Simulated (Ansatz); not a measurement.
`[SiH3][Si]1([SiH3])BC1` + `N=C[SeH]` → `[SiH3]/N=C\[SeH]` + `[SiH3][SiH]1BC1`  (cleavage of the Si–Si bond)

Calculated with Ansatz (gas phase, PBE0-D4/def2-TZVP geometries, no zero-point term in ΔE). CCSD(T)/CBS adds triple-zeta CCSD(T) − MP2 to the extrapolated MP2 energy (def2 sets, frozen cores). DFT in def2-TZVPP. B3LYP here is the variant with VWN-RPA as its local correlation; programs differ in this. For Se outer-core shells are correlated without core-valence functions, which leaves a few kJ/mol of doubt a bond. Scalar relativity is left out up to krypton. Each species was taken in one conformer, which may not be the lowest.

`[SiH3][Si]1([SiH3])BC1`:

Z-matrix (Å, degrees):
```
Si
Si 1 2.333
H 1 1.487 2 109.8
H 1 1.489 2 109.8 3 119.8
H 1 1.489 2 111.3 3 -120.4
Si 2 2.322 1 116.6 3 176.0
B 2 1.927 1 117.3 3 -3.5
C 2 2.037 1 121.9 3 47.4
H 6 1.487 2 110.4 1 70.6
H 6 1.488 2 108.5 1 -169.7
H 6 1.488 2 111.4 1 -49.8
H 7 1.187 2 139.0 1 -29.7
H 8 1.089 2 134.1 1 13.7
H 8 1.090 2 92.7 1 137.3
```

`N=C[SeH]`:

```xyz
6

N    -0.019   -1.050   -0.964
C     0.106   -0.089   -0.163
Se   -1.236    0.223    1.148
H     0.767   -1.100   -1.608
H     0.936    0.624   -0.130
H    -0.553    1.392    1.717
```

`[SiH3]/N=C\[SeH]`:

Z-matrix (Å, degrees):
```
Si
N 1 1.732
H 1 1.483 2 107.6
H 1 1.483 2 107.6 3 118.5
H 1 1.493 2 113.3 3 -120.8
C 2 1.246 1 131.9 3 121.1
Se 6 1.937 2 127.1 1 0.0
H 6 1.094 2 121.7 1 180.0
H 7 1.468 6 93.1 2 -179.9
```

`[SiH3][SiH]1BC1`:

Cartesian coordinates in Å:
```
Si -1.568 -0.460 1.059
Si 0.619 0.192 0.635
B 1.280 1.287 -0.791
C 0.822 -0.001 -1.382
H -2.411 -0.010 -0.082
H -2.063 0.169 2.312
H -1.686 -1.936 1.195
H 1.605 -0.382 1.595
H 2.199 2.006 -1.012
H -0.232 -0.271 -1.470
H 1.435 -0.595 -2.058
```

| level | ΔE (kJ/mol) | difference from CCSD(T)/CBS |
| --- | --- | --- |
| PBE-D4 | -17.3 | 11.4 |
| PBE | -17.9 | 10.8 |
| B3LYP | -33.5 | -4.8 |
| MP2/def2-TZVPP | -33.9 | -5.2 |
| SCS-MP2/def2-TZVPP | -35.5 | -6.8 |
| CCSD(T)/def2-TZVPP | -26.8 | 1.9 |
| HF/def2-QZVPP | -42.1 | -13.4 |
| MP2/def2-QZVPP | -35.4 | -6.7 |
| HF/CBS(def2) | -42.2 | -13.5 |
| CCSD/CBS(def2) | -29.8 | -1.1 |
| CCSD(T)/CBS | -28.7 | 0 |

Largest T1 diagnostic among the species: 0.015.

In def2-TZVPP, CCSD(T) changes the Hartree–Fock value by +13.9 kJ/mol (the triples alone add +1.0 kJ/mol) and MP2 by +6.9 kJ/mol.
